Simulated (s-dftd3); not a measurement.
dimethyl carbonate (C3H6O3), singlet, at a GFN2-xTB geometry; D3(zero) for pbe (s-dftd3).

s-dftd3 was given this input:
```
$ s-dftd3 mol.xyz --zero pbe --json dftd3.json --noedisp --grad

# file mol.xyz
12

C      2.32517331     0.09994214     0.05033470
O      1.10482066    -0.54437804     0.39359877
C     -0.00225252     0.06041020    -0.03827659
O     -0.04037348     1.07614926    -0.67209545
O     -1.06015611    -0.65053184     0.35332550
C     -2.32406787    -0.12639913    -0.03399431
H      2.33572923     1.12457047     0.42682949
H      3.11149818    -0.48764306     0.51637074
H      2.45383247     0.12126973    -1.03361495
H     -3.06483642    -0.80965771     0.37240314
H     -2.40104093    -0.07929089    -1.12196490
H     -2.46262854     0.87711717     0.37296294
```

What does s-dftd3 print? Leave out banner, timings and long lists.


```
-----------------------------------
 s i m p l e   D F T - D 3  v1.4.0
-----------------------------------

Zero (Chai-Head-Gordon) damping: pbe-D3(0)
--------------------
  s6         1.0000
  s8         0.7220
  s9         0.0000
 rs6         1.2170
 rs8         1.0000
 alp        14.0000
--------------------

Dispersion energy:      -3.3479744362206E-03 Eh

Gradient norm:           7.6555589040842E-04 Eh/a0
--------------------------------------------------
     #    Z           dE/dx      dE/dy      dE/dz
--------------------------------------------------
     1    6 C    -9.209E-05  6.709E-05 -4.631E-05
     2    8 O     3.327E-04  2.308E-04 -1.284E-04
     3    6 C    -3.469E-06  6.824E-05 -3.718E-05
     4    8 O     9.887E-06 -1.815E-04  1.179E-04
     5    8 O    -3.486E-04  1.980E-04 -1.403E-04
     6    6 C     8.684E-05  7.584E-05 -4.311E-05
     7    1 H    -5.320E-05 -1.827E-04 -1.340E-05
     8    1 H    -5.545E-05  6.614E-06 -1.209E-05
     9    1 H    -4.775E-05 -6.178E-05  1.594E-04
    10    1 H     5.486E-05  1.379E-05 -7.404E-06
    11    1 H     5.195E-05 -6.067E-05  1.636E-04
    12    1 H     6.438E-05 -1.737E-04 -1.264E-05
--------------------------------------------------

Virial:
--------------------------------------------------
      component           x          y          z
--------------------------------------------------
          x      -1.029E-03  1.002E-05 -4.189E-05
          y       1.002E-05 -1.556E-03  5.266E-04
          z      -4.189E-05  5.266E-04 -1.033E-03
--------------------------------------------------

[Info] JSON dump of results written to 'dftd3.json'
```
